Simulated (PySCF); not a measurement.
**How exact exchange moves a shielding**

Molecule: `CC#C/C=N\[SiH3]`, C₄H₇NSi.

Atom-mapped SMILES (the numbers label the heavy atoms): `[CH3:1][C:2]#[C:3]/[CH:4]=[N:5]\[SiH3:6]`. Hydrogens are named by the atom that carries them.

GIAO shieldings (ppm, equivalent atoms averaged) in PySCF on the PBE0-D3(BJ)/def2-SVP geometry, basis pcSseg-1, gas phase, non-relativistic:

| functional | exact exchange (%) | σ(C3) | σ(C1) | σ(Si6) |
| --- | --- | --- | --- | --- |
| BLYP | 0 | 93.8 | 170.1 | 392.1 |
| BP86 | 0 | 97.1 | 174.0 | 397.2 |
| PBE | 0 | 97.1 | 174.6 | 398.8 |
| B3LYP | 20 | 98.6 | 174.5 | 402.2 |
| mPW1PW91 | 25 | 102.4 | 178.3 | 409.7 |
| BHandHLYP | 50 | 105.4 | 179.9 | 418.8 |
| HF | 100 | 116.9 | 187.5 | 449.9 |

Q: Fit each shielding as a line in the percentage of exact exchange.

A: σ(C3) = 95.8 + 0.21 x (rms 1.3 ppm); σ(C1) = 172.9 + 0.15 x (rms 1.6 ppm); σ(Si6) = 395.0 + 0.53 x (rms 2.7 ppm). The functionals also differ in their semilocal parts, which the line can't hold; Hartree–Fock has no correlation at all.

Q: What does the line predict for PBE0 (25 %), and what does the run give?

A: σ(C3): 101.0 predicted, 103.0 computed; σ(C1): 176.7 predicted, 179.4 computed; σ(Si6): 408.2 predicted, 411.6 computed ppm.
